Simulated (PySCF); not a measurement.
C₂H₆BeFN, SMILES C[N](C)[Be][F]. Heavy atoms are numbered as in [Be:1]([F:2])[N:3]([CH3:4])[CH3:5]. Hydrogens are named by the atom that carries them.

The structure is a stationary point at PBE-D3(BJ)/def2-SVP. The structure was generated by enumeration; whether it is a known compound was not checked. The values are those of a single conformer.

Method: PySCF with PBE/pcSseg-1.

GIAO shieldings, no solvent; atoms alike by connectivity are averaged. δ = σ(ref) − σ: ¹⁹F against CFCl3 (σ = 133.6 ppm); ¹⁵N against NH3 (σ = 267.0 ppm); ¹³C against TMS (σ = 182.0 ppm); ¹H against TMS (σ = 31.49 ppm), references at their B3LYP-D3(BJ)/def2-TZVP geometries, non-relativistic.

```tsv
nucleus	atoms	count	δ (ppm)
¹⁹F	F2	1	-203.7
¹⁵N	N3	1	43.7
¹³C	C4 (CH3)	2	45.8
¹H	H on C4	6	3.12
```
